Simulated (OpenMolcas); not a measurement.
**S⁺: Slater's ratio, worked from levels**

- Program: OpenMolcas
- Basis: ANO-R2 [5s4p3d1f]
- Scalar Hamiltonian: X2C, finite nucleus
- Active space: 5 electrons in 9 orbitals (RAS2 3s 3p; RAS3 3d, at most 2 electrons)
- State averaging: 2S+1 = 4 odd, 1 root; 2S+1 = 2 odd, 8 roots; 2S+1 = 4 even, 3 roots; 2S+1 = 2 even, 9 roots
- Spin-orbit coupling: RASSI with atomic mean-field integrals over the reference wave functions, term energies averaged over their components

Methods: RASSCF; SS-RASPT2, IPEA 0.25 Eh, imaginary shift 0.1 Eh (closed shells correlated: 2s 2p). Measured levels: NIST Handbook of Basic Atomic Spectroscopic Data.

**Slater's ratio.** With one set of orbitals, p3 has 2D* - 4S* = 9 F2 and 2P* - 2D* = 6 F2 (F2 = F²/25), a ratio of 2/3. Term energies are centres of gravity, weighted by 2J + 1.

```
   Source  2D* - 4S*  2P* - 4S*  F2 from the first  Ratio
   RASSCF      18130      28345               2014  0.563
SS-RASPT2      15589      25703               1732  0.649
 measured      14872      24556               1652  0.651
```

Energies in cm-1. A ratio away from 2/3 shows effects beyond one configuration with one set of orbitals, and in heavier atoms second-order spin-orbit shifts.

The run also gave levels led by 3s2 3p2 3d, which use shells meant for correlation; these and all levels above them are left out. Without dynamic correlation excited terms often stand tens of per cent too high (terms of higher spin than the ground term too low), and those without a measured partner can miss by more than the paired ones (holds for RASSCF). Computed and measured levels are paired by configuration, term and J; levels that our copy of the source lacks, or whose pairing is in doubt (as where it misses far off the trend of its configuration), stay unpaired and out of the deviations. Levels of configurations outside the active space are missing.

* marks odd parity.
